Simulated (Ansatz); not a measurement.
Compare A (`OC(=S)OC[SiH3]`) with its isomer B (`O[Si]1(S)CCO1`).

Computed with Ansatz on PBE0-D4/def2-TZVP structures; ΔE is electronic, products minus reactants. CCSD(T)/CBS adds triple-zeta CCSD(T) − MP2 to the extrapolated MP2 energy (def2 sets, frozen cores). DFT in def2-TZVPP. B3LYP here is the variant with VWN-RPA as its local correlation; programs differ in this. One conformer a species, not always the lowest.

Task: Which isomer does CCSD(T)/CBS put lower? Give the gap. (An estimate is asked.)

Result: Ansatz gave: B, by 382.1 kJ/mol.

Task: Give E(B) − E(A) in kJ/mol with CCSD/def2-TZVPP, B2PLYP, ωB97M-V, PBE-D4, HF/def2-TZVPP, CCSD(T)/def2-TZVPP, B3LYP. (Best estimate.)

Result: The calculation gave: CCSD/def2-TZVPP -379.7, B2PLYP -361.1, ωB97M-V -373.6, PBE-D4 -343.9, HF/def2-TZVPP -362.1, CCSD(T)/def2-TZVPP -373.2, B3LYP -345.7. None reverses the order clearly.

Largest T1 diagnostic: 0.015.

The D4 term adds −6.3 kJ/mol with B3LYP and −3.2 kJ/mol with PBE0; it sums over pairs of atoms, weighted by their polarisabilities, and B3LYP, whose exchange is more repulsive, gets the larger term. In def2-TZVPP, CCSD(T) changes the Hartree–Fock value by −11.0 kJ/mol (the triples alone add +6.6 kJ/mol) and MP2 by −27.5 kJ/mol.
